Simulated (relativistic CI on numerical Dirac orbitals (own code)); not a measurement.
Rb¹⁴⁺: computed level list

These numbers are calculated, not measured: Dirac-Coulomb-Breit CI, KLI orbitals optimised for each configuration, QED by a radiative potential, unscaled Slater integrals (own radial code, finite nucleus).

Configuration list (outside the closed core [Ne]): 3s²3p⁶3d⁵, 3s²3p⁵3d⁶, 3s²3p⁴3d⁷, 3s3p⁶3d⁶, 3p⁶3d⁷, 3s²3p⁶3d⁴4s, 3s²3p⁶3d⁴4p, 3s3p⁵3d⁷, 3s²3p⁶3d⁴4d, 3s²3p⁶3d³4s², 3s²3p⁶3d⁴4f, 3s²3p⁶3d³4s4p, 3s²3p⁵3d⁵4s, 3s²3p⁴3d⁶4s, 3s²3p⁶3d⁴5s, 3s²3p⁶3d³4p², 3s²3p⁵3d⁵4p, 3s²3p⁶3d⁴5p, 3s²3p⁶3d³4s4d, 3s²3p⁴3d⁶4p, 3s²3p⁶3d⁴5d, 3s²3p⁶3d⁴5f, 3s²3p⁵3d⁴4s², 3s²3p⁶3d⁴5g, 3s3p⁶3d⁵4s, 3s²3p⁶3d⁴6s, 3s²3p⁶3d⁴6p, 3s²3p⁶3d⁴6d, 3s3p⁶3d⁴4s², 3p⁶3d⁶4s, 3s3p⁶3d⁵5s. Levels of other configurations are missing.

The lowest level is 3s²3p⁶3d⁵ ⁶S5/2, with 97 % of that term; Hund's rules for 3s²3p⁶3d⁵ give ⁶S with J = 5/2, in agreement.

```tsv
No.	Configuration	Term	J	E (eV)	%	Landé g
1	3s²3p⁶3d⁵	⁶S	5/2	0.000	97	1.991
2	3s²3p⁶3d⁵	⁴G	5/2	10.167	49	0.985
3	3s²3p⁶3d⁵	⁴G	7/2	10.581	93	0.999
4	3s²3p⁶3d⁵	⁴G	11/2	10.589	97	1.265
5	3s²3p⁶3d⁵	⁴G	5/2	10.666	42	1.124
6	3s²3p⁶3d⁵	⁴G	9/2	10.710	97	1.170
7	3s²3p⁶3d⁵	⁴P	3/2	10.842	74	1.586
8	3s²3p⁶3d⁵	⁴P	1/2	11.193	88	2.378
9	3s²3p⁶3d⁵	⁴D	7/2	12.527	92	1.403
10	3s²3p⁶3d⁵	⁴D	1/2	13.052	89	0.278
11	3s²3p⁶3d⁵	⁴D	5/2	13.098	71	1.395
12	3s²3p⁶3d⁵	⁴D	3/2	13.218	73	1.306
13	3s²3p⁶3d⁵	²D	5/2	15.322	45	1.075
14	3s²3p⁶3d⁵	²I	11/2	15.363	86	0.947
15	3s²3p⁶3d⁵	²I	13/2	15.799	100	1.075
16	3s²3p⁶3d⁵	²D	3/2	15.834	71	0.711
17	3s²3p⁶3d⁵	²F	7/2	16.348	59	1.147
18	3s²3p⁶3d⁵	⁴F	9/2	16.754	69	1.257
19	3s²3p⁶3d⁵	⁴F	5/2	17.188	79	1.009
20	3s²3p⁶3d⁵	⁴F	7/2	17.565	52	1.204
21	3s²3p⁶3d⁵	⁴F	3/2	17.890	71	0.521
22	3s²3p⁶3d⁵	²H	9/2	18.094	64	1.022
23	3s²3p⁶3d⁵	²F	5/2	18.852	52	1.014
24	3s²3p⁶3d⁵	²G	7/2	19.061	89	0.915
25	3s²3p⁶3d⁵	²H	11/2	19.218	84	1.070
26	3s²3p⁶3d⁵	²G	9/2	19.936	60	1.070
27	3s²3p⁶3d⁵	²F	5/2	20.134	80	0.903
28	3s²3p⁶3d⁵	²F	7/2	20.361	85	1.143
29	3s²3p⁶3d⁵	²S	1/2	21.722	97	1.991
30	3s²3p⁶3d⁵	²D	3/2	24.030	98	0.802
31	3s²3p⁶3d⁵	²D	5/2	24.419	91	1.178
32	3s²3p⁶3d⁵	²G	9/2	27.125	99	1.110
33	3s²3p⁶3d⁵	²G	7/2	27.283	97	0.892
34	3s²3p⁶3d⁵	²P	3/2	32.258	91	1.291
35	3s²3p⁶3d⁵	²P	1/2	32.595	98	0.681
36	3s²3p⁶3d⁵	²D	5/2	34.997	99	1.198
37	3s²3p⁶3d⁵	²D	3/2	35.292	91	0.837
38	3p⁵3d⁶(5D)	⁶F°	11/2	113.901	98	1.450
39	3p⁵3d⁶(5D)	⁶F°	9/2	115.707	79	1.454
40	3p⁵3d⁶(5D)	⁶F°	7/2	117.262	65	1.451
41	3p⁵3d⁶(3P)	⁴P°	5/2	117.791	47	1.575
42	3p⁵3d⁶(5D)	⁶D°	9/2	118.237	62	1.480
43	3p⁵3d⁶(5D)	⁶D°	3/2	118.952	50	1.717
44	3p⁵3d⁶(5D)	⁶D°	1/2	119.393	52	2.897
45	3p⁵3d⁶(5D)	⁶F°	5/2	119.448	56	1.357
```

Energies count from the lowest computed level; ° marks odd parity. Percentages are summed over parent terms; the parents shown are those of the largest component, closed shells are left out there.

The mean weight of the leading LS term, summed over parents, in these 45 levels is 77 %, and that of the leading jj configuration (from the same eigenvectors) 56 %, so LS coupling describes them better.

At this charge energies of transitions that change n are usually good to better than 1 %, and those within a shell (Δn = 0) to a few per cent. Terms inside the open d or f shell come out 10 to 20 % too wide with unscaled integrals.

LS names give the leading component of a level, which can be under half, so a name can repeat, a term be missing and a line seem to break the LS rules.
